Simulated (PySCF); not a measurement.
**Assigning NMR signals**

Mapped SMILES: `[CH2:1]=[C:2]1[CH2:3][C@@H:4]1[n:5]1[cH:6][cH:7][cH:8][cH:9]1` (H(Xn): hydrogen on atom n). Ha(C1) is cis to C3; Ha(C3) is cis to N5 on the ring; Hb(C1) is trans to C3; Hb(C3) is trans to N5 on the ring.

PySCF calculation with σ from GIAO-PBE0/pcSseg-1 and GFN2-xTB geometry; averaged over atoms made equivalent by symmetry, fast rotation or ring inversion, isolated molecule, non-relativistic, one conformer.

References, each an isolated molecule treated in the same way: ¹³C, ¹H against TMS.

Problem. Assign these signals to the numbered atoms. ¹³C{¹H} NMR (computed): δ 140.1, 123.5, 114.3, 113.9, 33.1, 15.2.

Solution. 
```tsv
δ (ppm)	atoms	environment	reason
140.1	C2	fully substituted alkene carbon	the olefinic region
123.5	C6/C9	aromatic CH next to a ring nitrogen	–
114.3	C7/C8	aromatic CH	–
113.9	C1	terminal =CH2 carbon	an sp2 carbon of a C=C bond
33.1	C4	three-membered-ring carbon	deshielded by the electronegative neighbour
15.2	C3	three-membered-ring carbon	–
```

C7/C8 and C1 lie closer than the usual error of such a calculation, so a measured spectrum could show them in the other order.

Problem. Assign these signals to the numbered atoms. ¹H NMR (600 MHz, computed): δ 6.74 (m, 2H), 6.32 (m, 2H), 6.30 (br s, 1H), 6.00 (br s, 1H), 3.91 (m, 1H), 1.65 (m, 1H), 1.60 (m, 1H).

Solution. 
6.74 → H(C6)/H(C9), hydrogen on an aromatic CH next to a ring nitrogen: aromatic region
6.32 → H(C7)/H(C8), hydrogen on an aromatic CH: the ring current deshields protons in the ring plane
6.30 → Hb(C1), hydrogen on a terminal =CH2 carbon: olefinic region
6.00 → Ha(C1), hydrogen on a terminal =CH2 carbon
3.91 → H(C4), hydrogen on a three-membered-ring carbon: its carbon carries N, an electronegative neighbour
1.65 → Hb(C3), hydrogen on a three-membered-ring carbon
1.60 → Ha(C3), hydrogen on a three-membered-ring carbon: cyclopropane-type protons are shielded by the ring

H(C7)/H(C8) and Hb(C1); Hb(C3) and Ha(C3) lie closer than the usual error of such a calculation, so a measured spectrum could show them in the other order.

Shifts are as computed. Against solution values, carbons near 30 ppm lie about +3 ppm off and those near 130 ppm about +5 ppm. Of 1211 compounds with measured shifts, 218 miss one by over three times the rms of a fit or turn the order of signals round; such compounds aren't used in these exercises. Multiplicities follow the n + 1 count of equivalent neighbours, as no J values were calculated; m marks all less simple cases, F and P coupling included.
